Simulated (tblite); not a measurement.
Compound: C5H11BF3N.
Numbering: `[BH3-:1][N@+:2]1([CH3:3])[CH2:4][CH2:5][C@@H:6]1[C:7]([F:8])([F:9])[F:10]` (hydrogens: H11, H12, H13 on B1; H14, H15, H16 on C3; H17, H18 on C4; H19, H20 on C5; H21 on C6)

Computed with GFN2-xTB (tblite), gas phase: L-BFGS steps from a force-field or distance-geometry start until the largest atomic force falls under 0.01 eV/Å.

Step 115: E = -943.4778 eV
```
atom  x, y, z in Å  |  force x, y, z in eV/Å
B1      1.0465    1.5004   -0.2660   -0.034  -0.001   0.008
N2      0.5200   -0.0726   -0.2790    0.016   0.007   0.069
C3      1.6728   -0.9350   -0.0869    0.051  -0.003  -0.011
C4     -0.2748   -0.3883   -1.4912    0.033  -0.016   0.069
C5     -1.5056   -0.6947   -0.6342   -0.003   0.008   0.038
C6     -0.6152   -0.4559    0.5929   -0.037   0.001  -0.001
C7     -1.1732    0.5271    1.6233   -0.069  -0.038  -0.073
F8     -1.8009    1.5834    1.1207    0.033   0.028  -0.022
F9     -2.1264   -0.1528    2.3136    0.062   0.053   0.088
F10    -0.2874    0.9503    2.5220   -0.067  -0.102  -0.063
H11     1.6052    1.6620    0.7721   -0.027  -0.020  -0.051
H12     1.7748    1.5670   -1.2100   -0.043  -0.005   0.049
H13     0.0762    2.1752   -0.3881    0.031  -0.013  -0.032
H14     2.1167   -0.7257    0.8834    0.015   0.002   0.011
H15     2.4026   -0.7054   -0.8561    0.085   0.035  -0.031
H16     1.4074   -1.9941   -0.1509   -0.061  -0.009   0.019
H17    -0.3489    0.4715   -2.1534   -0.037  -0.021   0.035
H18     0.1206   -1.2453   -2.0352    0.007  -0.008  -0.036
H19    -2.3176    0.0213   -0.7361    0.011  -0.001  -0.009
H20    -1.8973   -1.7077   -0.7142   -0.023   0.075  -0.018
H21    -0.4041   -1.3639    1.1727    0.055   0.028  -0.041
```

Step 116: E = -943.4952 eV
```
atom  x, y, z in Å  |  force x, y, z in eV/Å
B1      0.9882    1.5084   -0.3072   -0.057  -0.081   0.010
N2      0.5164   -0.0889   -0.2876    0.020   0.014   0.029
C3      1.6956   -0.9018   -0.0422   -0.034  -0.012   0.032
C4     -0.2542   -0.4415   -1.5044    0.009  -0.003   0.030
C5     -1.5280   -0.6156   -0.6695   -0.085  -0.025  -0.066
C6     -0.6327   -0.4651    0.5652   -0.023   0.027   0.011
C7     -1.1327    0.4767    1.6589   -0.025   0.032   0.032
F8     -1.7512    1.5756    1.2440    0.044  -0.019  -0.062
F9     -2.0668   -0.2135    2.3585   -0.035   0.000   0.097
F10    -0.2002    0.8318    2.5437   -0.032  -0.087  -0.082
H11     1.5228    1.7056    0.7347   -0.022   0.024  -0.014
H12     1.7324    1.5773   -1.2363   -0.038  -0.005   0.018
H13    -0.0066    2.1378   -0.4619    0.026   0.012  -0.030
H14     2.1003   -0.6407    0.9333    0.043  -0.004  -0.015
H15     2.4388   -0.6774   -0.8005    0.050   0.044  -0.016
H16     1.4660   -1.9716   -0.0673   -0.051   0.000  -0.013
H17    -0.2596    0.3733   -2.2258   -0.014  -0.048   0.021
H18     0.1074   -1.3576   -1.9742   -0.022   0.006   0.012
H19    -2.2467    0.1959   -0.7952    0.107  -0.087   0.052
H20    -2.0432   -1.5765   -0.7538    0.089   0.193  -0.008
H21    -0.4548   -1.4152    1.0871    0.047   0.019  -0.037
```

Q: Estimate the geometry and energy of step 117. (The exact step hangs on the optimiser's Hessian estimate; all steps are aligned on step 116, rigid shifts and turns removed.)

A: E = -943.4790 eV, largest force 0.602 eV/Å
```
atom  x, y, z in Å  |  force x, y, z in eV/Å
B1      0.9259    1.5163   -0.3457   -0.077  -0.118   0.027
N2      0.5112   -0.1025   -0.2962    0.020  -0.032  -0.035
C3      1.7143   -0.8673    0.0011   -0.131  -0.005   0.049
C4     -0.2335   -0.4952   -1.5182   -0.082  -0.046  -0.212
C5     -1.5502   -0.5352   -0.7062   -0.029  -0.016  -0.231
C6     -0.6506   -0.4732    0.5381   -0.087   0.018   0.059
C7     -1.0895    0.4283    1.6974   -0.002   0.114   0.066
F8     -1.6975    1.5686    1.3698    0.204  -0.238  -0.052
F9     -2.0081   -0.2685    2.4064   -0.050  -0.030   0.075
F10    -0.1058    0.7115    2.5630   -0.160  -0.090  -0.240
H11     1.4330    1.7530    0.7027   -0.053   0.035  -0.036
H12     1.6901    1.5894   -1.2575   -0.053   0.000   0.006
H13    -0.0930    2.1001   -0.5349    0.080   0.006  -0.022
H14     2.0810   -0.5618    0.9805    0.035  -0.018  -0.065
H15     2.4736   -0.6454   -0.7433   -0.010   0.054   0.002
H16     1.5177   -1.9454    0.0072   -0.038   0.034  -0.025
H17    -0.1613    0.2701   -2.3123   -0.058  -0.429   0.401
H18     0.0929   -1.4834   -1.9021   -0.213   0.477   0.177
H19    -2.1743    0.3639   -0.8490    0.352  -0.401   0.117
H20    -2.1809   -1.4384   -0.8007    0.369   0.475   0.030
H21    -0.5038   -1.4677    0.9995   -0.016   0.209  -0.093
```

The energy changes by +0.0162 eV. The first-order estimate −F·Δx gives -0.0144 eV and the mean of the old and new forces, exact on a quadratic surface, +0.0272 eV. The step makes an angle of 86° with the force vector and moves no atom by more than 0.201 Å. The energy falls at the start of this step and ends higher, so the step passed the lowest point of its straight line.

What follows is the cost of the whole relaxation. Hardware: one thread, Arm Neoverse N1 (aarch64), on a shared host. Cost: 1.8 s wall.
